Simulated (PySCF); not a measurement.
Compound: 1,1-dichloro-2,2,2-trifluoroethane, C₂HCl₂F₃.
Atom-mapped SMILES: `[F:1][C:2]([F:3])([F:4])[CH:5]([Cl:6])[Cl:7]` (hydrogens: H8 on C5)

Geometry (PBE0-D3(BJ)/def2-SVP, Å), atoms numbered from 1 in this order:
```xyz
8
C2HCl2F3 angstrom
F      0.4427   -0.7797    1.4830
C      0.6438   -0.3939    0.2342
F      0.8604   -1.4707   -0.5148
F      1.7348    0.3647    0.1915
C     -0.5503    0.3887   -0.3260
Cl    -1.9884   -0.6327   -0.3456
Cl    -0.7945    1.8673    0.6024
H     -0.3179    0.6678   -1.3617
```

Theory: TDDFT wB97X-D/def2-SVPD, vertical, gas phase, core orbitals frozen in the response (PySCF).

Computed singlets with f of 0.002 or more:

| state | ν̃ (cm⁻¹) | f |
| --- | --- | --- |
| S2 | 58710 | 0.021 |
| S4 | 62000 | 0.0043 |
| S7 | 69940 | 0.0089 |
| S8 | 72670 | 0.026 |
| S9 | 73850 | 0.036 |
| S10 | 74490 | 0.184 |

**Question.** Turn these into Einstein A coefficients, radiative lifetimes, transition dipoles and integrated cross-sections.

**Answer.** Relations used (vacuum, state to state): A = 0.6670 f ν̃² s⁻¹ (ν̃ in cm⁻¹); τ = 1/A; f = (2/3) ΔE |μ|² in atomic units; ∫σ dE = 109.76 f Mb·eV.

```
state  A (s⁻¹)       τ  |μ| (D)  ∫σ dE (Mb·eV)
   S2  4.8×10⁷   21 ns     0.87            2.3
   S4  1.1×10⁷   90 ns     0.38           0.47
   S7  2.9×10⁷   35 ns     0.52           0.97
   S8  9.2×10⁷   11 ns     0.88            2.9
   S9  1.3×10⁸  7.6 ns     1.02              4
  S10  6.8×10⁸  1.5 ns     2.29             20
```

The rates are for emission to S0 at the absorption energy, with no other channel.

**Question.** By what factor does the largest A in the list exceed the smallest?

**Answer.** S10 has 62 times the rate of S4.

**Question.** How much energy does a mole of photons resonant with S10 carry?

**Answer.** 9.236 eV × 96.485 = 891 kJ/mol (213 kcal/mol).

**Question.** What is the integrated cross-section of all computed states together?

**Answer.** Σf = 0.282 over S1 to S10, so 109.76 × Σf ≈ 30.9 Mb·eV.

All these states lie below the vertical ionisation energy of 11.89 eV (ΔSCF).

Time: 96 s of wall time. Hardware: one thread, Arm Neoverse V1, no GPU (shared host).
